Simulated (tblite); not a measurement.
Parent: `[cH:1]1[p:2][cH:3][p:4][cH:5][p:6]1`, C3H3P3.

The geometries are computed with GFN2-xTB (gas phase). One conformer each, not checked by frequencies here.

```
coordinate of the parent    value
                   C1–P2  1.729 Å
                   P2–C3  1.729 Å
                   C3–P4  1.729 Å
                   P4–C5  1.729 Å
                   C5–P6  1.729 Å
                   C1–P6  1.730 Å
                P2–C1–P6   134.5°
                C1–P2–C3   105.5°
                P2–C3–P4   134.5°
                C3–P4–C5   105.5°
                P4–C5–P6   134.4°
                C1–P6–C5   105.6°
```

How does the shared frame change in `[CH3:1][N:2]([CH3:3])[c:4]1[p:5][cH:6][p:7][cH:8][p:9]1`, C5H8NP3? Atoms pair as C1 = C4, P2 = P5, C3 = C6, P4 = P7, C5 = C8, P6 = P9 (parent first).

```
  parent  relative  value in the relative  change
   C1–P2     C4–P5                1.775 Å  +0.046
   P2–C3     P5–C6                1.720 Å  -0.009
   C3–P4     C6–P7                1.729 Å   0.000
   P4–C5     P7–C8                1.729 Å   0.000
   C5–P6     C8–P9                1.720 Å  -0.009
   C1–P6     C4–P9                1.775 Å  +0.045
P2–C1–P6  P5–C4–P9                 130.0°    -4.5
C1–P2–C3  C4–P5–C6                 106.8°    +1.3
P2–C3–P4  P5–C6–P7                 136.2°    +1.7
C3–P4–C5  C6–P7–C8                 104.0°    -1.5
P4–C5–P6  P7–C8–P9                 136.2°    +1.8
C1–P6–C5  C4–P9–C8                 106.8°    +1.2
```

Of the parent's bonds, C1–P2 and C1–P6 change most and about equally (+0.045 to +0.046 Å). Bonds of the relative outside the shared frame: C1–N2 1.437, N2–C3 1.437, N2–C4 1.361 Å. Point group D3h → C2v.

How does the shared frame change in `[CH3:1][CH2:2][c:3]1[p:4][cH:5][p:6][cH:7][p:8]1` with C1–C2–C3–P4 89°, C5H7P3? Atoms pair as C1 = C3, P2 = P4, C3 = C5, P4 = P6, C5 = C7, P6 = P8 (parent first).

| parent | relative | value in the relative | change |
| --- | --- | --- | --- |
| C1–P2 | C3–P4 | 1.742 Å | +0.013 |
| P2–C3 | P4–C5 | 1.729 Å | 0.000 |
| C3–P4 | C5–P6 | 1.729 Å | 0.000 |
| P4–C5 | P6–C7 | 1.729 Å | 0.000 |
| C5–P6 | C7–P8 | 1.729 Å | 0.000 |
| C1–P6 | C3–P8 | 1.742 Å | +0.012 |
| P2–C1–P6 | P4–C3–P8 | 132.2° | -2.3 |
| C1–P2–C3 | C3–P4–C5 | 106.6° | +1.1 |
| P2–C3–P4 | P4–C5–P6 | 134.9° | +0.4 |
| C3–P4–C5 | C5–P6–C7 | 104.9° | -0.6 |
| P4–C5–P6 | P6–C7–P8 | 134.9° | +0.5 |
| C1–P6–C5 | C3–P8–C7 | 106.6° | +1.0 |

Of the parent's bonds, C1–P2 and C1–P6 change most and about equally (+0.012 to +0.013 Å). Bonds of the relative outside the shared frame: C1–C2 1.528, C2–C3 1.513 Å. Point group D3h → Cs.

How does the shared frame change in `[Cl:1][c:2]1[p:3][cH:4][p:5][cH:6][p:7]1`, C3H2ClP3? Atoms pair as C1 = C2, P2 = P3, C3 = C4, P4 = P5, C5 = C6, P6 = P7 (parent first).

| parent | relative | value in the relative | change |
| --- | --- | --- | --- |
| C1–P2 | C2–P3 | 1.742 Å | +0.013 |
| P2–C3 | P3–C4 | 1.729 Å | 0.000 |
| C3–P4 | C4–P5 | 1.731 Å | +0.002 |
| P4–C5 | P5–C6 | 1.731 Å | +0.002 |
| C5–P6 | C6–P7 | 1.729 Å | 0.000 |
| C1–P6 | C2–P7 | 1.742 Å | +0.012 |
| P2–C1–P6 | P3–C2–P7 | 136.0° | +1.5 |
| C1–P2–C3 | C2–P3–C4 | 104.0° | -1.5 |
| P2–C3–P4 | P3–C4–P5 | 135.3° | +0.8 |
| C3–P4–C5 | C4–P5–C6 | 105.3° | -0.2 |
| P4–C5–P6 | P5–C6–P7 | 135.3° | +0.9 |
| C1–P6–C5 | C2–P7–C6 | 104.0° | -1.6 |

Of the parent's bonds, C1–P2 and C1–P6 change most and about equally (+0.012 to +0.013 Å). Bonds of the relative outside the shared frame: Cl1–C2 1.751 Å. Point group D3h → C2v.

How does the shared frame change in `[cH:1]1[p:2][cH:3][p:4][c:5]([CH:6]2[CH2:7][CH2:8]2)[p:9]1` with P4–C5–C6–C7 144°, C6H7P3? Atoms pair as C1 = C1, P2 = P2, C3 = C3, P4 = P4, C5 = C5, P6 = P9 (parent first).

| parent | relative | value in the relative | change |
| --- | --- | --- | --- |
| C1–P2 | C1–P2 | 1.729 Å | 0.000 |
| P2–C3 | P2–C3 | 1.729 Å | 0.000 |
| C3–P4 | C3–P4 | 1.727 Å | -0.002 |
| P4–C5 | P4–C5 | 1.747 Å | +0.018 |
| C5–P6 | C5–P9 | 1.749 Å | +0.020 |
| C1–P6 | C1–P9 | 1.726 Å | -0.004 |
| P2–C1–P6 | P2–C1–P9 | 135.5° | +1.0 |
| C1–P2–C3 | C1–P2–C3 | 104.6° | -0.9 |
| P2–C3–P4 | P2–C3–P4 | 134.9° | +0.4 |
| C3–P4–C5 | C3–P4–C5 | 107.1° | +1.6 |
| P4–C5–P6 | P4–C5–P9 | 131.4° | -3.0 |
| C1–P6–C5 | C1–P9–C5 | 106.6° | +1.0 |

Of the parent's bonds, C5–P6 changes most (+0.020 Å). Bonds of the relative outside the shared frame: C5–C6 1.482, C6–C7 1.508, C7–C8 1.489, C6–C8 1.507 Å. Point group D3h → Cs.
